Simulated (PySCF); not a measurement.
Structure problem from calculated spectra and properties.

Formula: H8P4Si.

- Polarisability: 140.6 au [CAM-B3LYP/def2-SVPD]
- Dipole: 1.02 D [CAM-B3LYP/def2-SVPD]
- XPS: Si2p3/2 106.6, P2p3/2 136.3 (×4), Si1s 1846.4, P1s 2149.8 (×4) eV [ΔSCF SCAN, pcX-2 on the ionised atom, pcseg-1 elsewhere, spin-free X2C, 2p3/2 from a spin–orbit splitting computed afterwards within the 2p shell]
- Rotational structure: rotational constants A, B, C: 1.125, 1.088, 1.043 GHz [PBE0-D3(BJ)/def2-SVP]
- UV, strongest line: among the 10 lowest singlet transitions: S8 at 6.52 eV (190 nm, f = 0.327) [TDDFT CAM-B3LYP/def2-SVPD]
- NMR, other nuclei: isotropic shieldings of nuclei other than C and H, by class: 344 (1 Si), 540 (4 P) ppm [GIAO PBE0/pcSseg-1]
- 1H NMR: chemical shifts (computed TMS as zero) by class: 2.08 (8 H) ppm [GIAO PBE0/pcSseg-1]

The electronic properties come from PySCF, for the isolated species, density fitting. Levels stand in brackets. Geometry: PBE0-D3(BJ)/def2-SVP; no solvent, vibrations or thermal averaging. NMR values are class means; diastereotopic atoms form classes of their own.

Problem. Give a SMILES that accounts for the data.

Solution. Numbering: `[PH2:1][Si:2]([PH2:3])([PH2:4])[PH2:5]`. All hydrogens form one class (2.08 ppm): P–H hydrogen. The other shieldings belong to: 344 ppm, four-coordinate silicon [Si2]; 540 ppm, three-coordinate phosphorus [P1/P3/P4/P5]. The core levels belong to: Si2p3/2 106.6 eV, four-coordinate silicon [Si2]; P2p3/2 136.3 eV, three-coordinate phosphorus [P1/P3/P4/P5]; Si1s 1846.4 eV, four-coordinate silicon [Si2]; P1s 2149.8 eV, three-coordinate phosphorus [P1/P3/P4/P5]. One atom of each topological class was ionised and stands for its class. By its constants the optimised geometry is an asymmetric top. Structure: `P[Si](P)(P)P`. The assignments are read from this structure; whether some other isomer fits the data as well wasn't checked.

Conformer computed: `[PH2:1][Si:2]([PH2:3])([PH2:4])[PH2:5]`: H–P1–Si2–P3 -75°, H–P1–Si2–P3 -169°, H–P3–Si2–P1 -71°, H–P3–Si2–P1 -165°, H–P4–Si2–P1 -76°, H–P4–Si2–P1 -170°, H–P5–Si2–P1 49°, H–P5–Si2–P1 -45°.
